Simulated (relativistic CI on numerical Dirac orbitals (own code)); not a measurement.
# How well does a small relativistic CI reproduce Mn³⁺?

Calculated at this level of theory: Dirac-Coulomb-Breit CI, separate exchange-only KLI orbitals for each configuration, model QED, valence Slater integrals scaled by 0.85, configuration energies shifted to the measured levels that pair with them (semi-empirical) (own radial code, finite nucleus).

Configuration list (outside the closed core [Ne]): 3s2.3p6.3d4, 3s2.3p6.3d3.4s, 3s2.3p6.3d3.4p, 3s2.3p6.3d3.4d, 3s2.3p5.3d5, 3s2.3p6.3d3.5s, 3s2.3p6.3d2.4s2, 3s2.3p6.3d3.5p, 3s2.3p6.3d3.4f, 3s2.3p6.3d3.5d, 3s2.3p6.3d2.4s.4p, 3s2.3p6.3d3.5f, 3s2.3p6.3d3.5g, 3s2.3p6.3d2.4p2, 3s2.3p4.3d6, 3s2.3p6.3d2.4s.4d, 3s.3p6.3d5. Levels of other configurations are missing.

```csv
Configuration,Term (tabulated),J,Measured (cm⁻¹),Computed,Error,Purity (%)
3s2.3p6.3d4,a 5D,0,0.0,0,0,99
3s2.3p6.3d4,a 5D,1,99.0,93,-6,99
3s2.3p6.3d4,a 5D,2,286.8,273,-14,99
3s2.3p6.3d4,a 5D,3,552.2,527,-25,99
3s2.3p6.3d4,a 5D,4,885.8,846,-40,99
3s2.3p6.3d4,a 3P,0,20654.2,18585,-2069,98
3s2.3p6.3d4,a 3P,1,21278.8,19186,-2093,99
3s2.3p6.3d4,a 3H,4,21280.7,21510,230,85
3s2.3p6.3d4,a 3H,5,21474.8,21730,255,98
3s2.3p6.3d4,a 3H,6,21679.3,21931,252,99
3s2.3p6.3d4,a 3P,2,22324.7,20187,-2137,99
3s2.3p6.3d4,a 3F,2,22791.0,21594,-1197,99
3s2.3p6.3d4,a 3F,3,22862.3,21688,-1174,97
3s2.3p6.3d4,a 3F,4,22959.1,21825,-1134,85
3s2.3p6.3d4,a 3G,3,25440.4,25033,-408,97
3s2.3p6.3d4,a 3G,4,25670.8,25253,-418,96
3s2.3p6.3d4,a 3G,5,25877.7,25470,-408,98
3s2.3p6.3d4,a 3D,3,31385.2,30113,-1272,99
3s2.3p6.3d4,a 3D,2,31473.5,30190,-1284,98
3s2.3p6.3d4,a 3D,1,31580.7,30300,-1281,99
3s2.3p6.3d4,b 3F,4,53212.3,50684,-2528,99
3s2.3p6.3d4,b 3F,2,53260.7,50744,-2517,99
3s2.3p6.3d4,b 3F,3,53286.7,50764,-2523,98
3s2.3p6.3d3.4s,a 5F,2,111710.4,111873,162,100
3s2.3p6.3d3.4s,a 5F,3,112013.3,112160,147,100
3s2.3p6.3d3.4s,a 5F,4,112408.9,112536,127,100
3s2.3p6.3d3.4s,a 5F,5,112882.8,112992,109,100
3s2.3p6.3d3.4s,c 3F,2,119445.5,119346,-100,99
3s2.3p6.3d3.4s,c 3F,3,119961.5,119836,-125,99
3s2.3p6.3d3.4s,c 3F,4,120603.1,120449,-154,99
3s2.3p6.3d3.4s,b 3G,3,130969.5,130978,8,100
3s2.3p6.3d3.4s,b 3G,4,131170.1,131162,-8,99
3s2.3p6.3d3.4s,b 3G,5,131462.5,131436,-27,99
3s2.3p6.3d3.4s,b 3H,4,137853.0,136682,-1171,90
3s2.3p6.3d3.4s,b 3H,5,137930.1,136698,-1232,99
3s2.3p6.3d3.4s,b 3H,6,138123.1,136873,-1250,100
3s2.3p6.3d3.4s,d 3F,4,152700.5,153085,385,100
3s2.3p6.3d3.4s,d 3F,3,152858.2,153241,382,100
3s2.3p6.3d3.4s,d 3F,2,152986.0,153366,380,100
3s2.3p6.3d3.4p,z 5G°,2,167890.1,167833,-57,99
3s2.3p6.3d3.4p,z 5G°,3,168300.3,168220,-80,99
3s2.3p6.3d3.4p,z 5G°,4,168839.7,168728,-112,99
3s2.3p6.3d3.4p,z 5G°,5,169499.2,169353,-146,99
3s2.3p6.3d3.4p,z 5G°,6,170285.8,170097,-189,100
3s2.3p6.3d3.4p,z 5D° †,1,170577.8,171323,745,76
3s2.3p6.3d3.4p,z 5D° †,3,171276.9,171291,15,70
3s2.3p6.3d3.4p,z 5D°,4,171765.0,171723,-42,89
3s2.3p6.3d3.4p,z 5F°,3,172081.9,171927,-155,75
3s2.3p6.3d3.4p,z 3D°,1,172090.6,172230,139,66
3s2.3p6.3d3.4p,z 3D°,2,172398.7,172616,217,78
3s2.3p6.3d3.4p,z 5F°,4,172477.2,172295,-182,88
3s2.3p6.3d3.4p,z 5F°,5,172871.5,172683,-189,97
3s2.3p6.3d3.4p,z 3D°,3,172952.6,173246,293,90
3s2.3p6.3d3.4p,z 3G°,3,175436.0,175530,94,99
3s2.3p6.3d3.4p,z 3G°,4,175813.4,175895,81,98
3s2.3p6.3d3.4p,z 3G°,5,176288.6,176353,64,97
3s2.3p6.3d3.4p,z 3F°,2,177629.8,177615,-15,99
3s2.3p6.3d3.4p,z 3F°,3,178075.1,178045,-30,98
3s2.3p6.3d3.4p,z 3F°,4,178579.5,178536,-43,98
3s2.3p6.3d3.4p,z 5P°,1,184566.1,185298,732,98
3s2.3p6.3d3.4p,z 5P°,2,184901.2,185628,727,97
3s2.3p6.3d3.4p,z 5P°,3,185435.9,186109,673,99
3s2.3p6.3d3.4p,z 3H°,4,186659.4,186188,-471,98
3s2.3p6.3d3.4p,y 5D°,3,187004.0,187641,637,98
3s2.3p6.3d3.4p,y 5D°,4,187679.5,188289,609,100
```

Measured levels from Corliss and Sugar, J. Phys. Chem. Ref. Data 6, 1253 (1977); pairs were made by configuration, J and term (by order where the table uses no LS term), so strongly mixed levels may be paired wrongly.

Mean error by configuration (cm⁻¹): 3s2.3p6.3d4 -991; 3s2.3p6.3d3.4s -148; 3s2.3p6.3d3.4p 107. Over the excited levels the mean absolute error is 565 cm⁻¹ (64 of the 66 excited levels that our extract of the source holds in range could be paired, and the others can miss by more), and the median relative error of those above 1,000 cm⁻¹ is 0.25 %, both after the shifts were fitted to these levels, so that a configuration with one level shows no error. † marks terms whose computed intervals miss the measured ones by more than a factor of 2.5, or configurations far off the rest, from wrong mixing, a near crossing or a doubtful label or measurement; they are left out of the means.

Configurations whose levels could be paired with our table of measured levels were shifted onto them, all but the ground configuration, by the median error of their levels; single terms can still be off by 1,000 to 2,000 cm⁻¹ or more, and rates follow the energies as ν³ (E1, M1) or ν⁵ (E2). The others borrow a shift and can be off by several thousand cm⁻¹ or more. The fine structure of a lone outer electron comes out too small, for d and f at times inverted, and misplaced configurations move strength between like terms. 64 of the 66 excited levels that our extract of the measured tables holds in this range could be paired (the sources list more); they are missed by 559 cm⁻¹ on average and 2528 at most, after the shifts were fitted to these levels, and levels without a partner can miss by more.

Shifts applied (cm⁻¹): 3s2.3p6.3d4 0; 3s2.3p6.3d3.4s -9164; 3s2.3p6.3d3.4p -8810.
